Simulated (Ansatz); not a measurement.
Frontier orbitals of C₉H₁₀ (`c1ccc2c(c1)CCC2`).

The species carries charge 0 and has multiplicity 1. The structure was optimised at the PBE0-D4/def2-TZVP level. Basis def2-TZVPP, Ansatz.

Orbital energies of one run (eV). Highest occupied ones, from the top: -6.68, -7.06, -9.14, -9.31, -9.45, -9.81, -9.87, -10.52, -11.34, -11.42, -11.56, -12.44, -12.89, -13.41. Empty: -0.17, 0.12, 1.35, 1.83, 2.09, 2.47.

(1) Which functional gave them?
A. ωB97M-V
B. B97M-V
C. r2SCANh
D. PBE0

Answers

(1) D. HOMO energies: PBE0 -6.68, ωB97M-V -8.75, B97M-V -5.86, r2SCANh -6.24 eV.
